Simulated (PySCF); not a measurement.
## GeF: one state, many levels of theory

State: ²Π (doublet), unpaired electrons π ↑. Set-up: Ge aug-pcseg-1, F aug-pcseg-1; no relativity (PySCF 2.14). De refers to Ge + F in their high-spin ground configurations, without counterpoise correction. The functionals are run spin-unrestricted. A positive dipole means Ge(−)F(+).

```tsv
Level	Re (Å)	ωe (cm⁻¹)	De (eV)	μ (D)
UHF	1.770	671	3.36	-2.14
UHF-MP2	1.802	633	5.40	n/a
UHF-SCS-MP2	1.803	630	5.23	n/a
LDA	1.788	643	6.38	-1.87
PBE	1.819	610	5.54	-2.01
BLYP	1.830	596	5.48	-2.14
r²SCAN	1.792	642	5.32	-1.89
TPSSh	1.801	633	5.26	-1.98
PBE0	1.793	641	5.16	-2.05
HSE06	1.795	639	5.18	-2.07
```

The bond length runs from 1.770 Å (UHF) to 1.830 Å (BLYP). De spans 3.36 eV (UHF, mean field) to 6.38 eV (LDA, local density).

Correlated steps freeze 10 core orbitals. Correlated levels converge slowly with the basis: in double zeta they bind strong bonds too weakly, by up to about 1 eV, and carry superposition errors of some tenths. Spin–orbit coupling is left out. Counting both spins, an empty level lies below a filled one in some of these solutions, because spin and occupation are held. The state was picked by a PBE0 search and need not be the measured ground state.

The whole job (state search and all levels along the bond) took about 2.9 min on 1 thread of Intel Xeon Platinum 8488C (shared host), peak memory 0.7 GiB.
